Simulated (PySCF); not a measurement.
Calculation: TPSSh-D3(BJ)/def2-TZVP // CAM-B3LYP-D3(BJ)/def2-TZVP run with PySCF. Isolated molecules, 0 K electronic values unless said otherwise. Delta-SCF ions had no search for a lower state. 

Reference species (SMILES): `[Cl][GeH]([Cl])[Cl]` (neutral, multiplicity 1).

```yaml
vertical ionisation energy (Delta-SCF): 11.15 eV
HOMO: -8.64 eV
HOMO–LUMO gap: 6.75 eV
```

Changed species: `[GeH4]` (4 of 4 Cl replaced by H; the reference has 1 of 4 Cl replaced by H).

Task: Give the shifts of the vertical ionisation energy (Delta-SCF), HOMO and HOMO–LUMO gap.

Result: the vertical ionisation energy (Delta-SCF) increases by 1.01 eV, to 12.16 eV; the HOMO falls by 0.45 eV, to -9.09 eV; the HOMO–LUMO gap rises by 3.16 eV, to 9.91 eV.
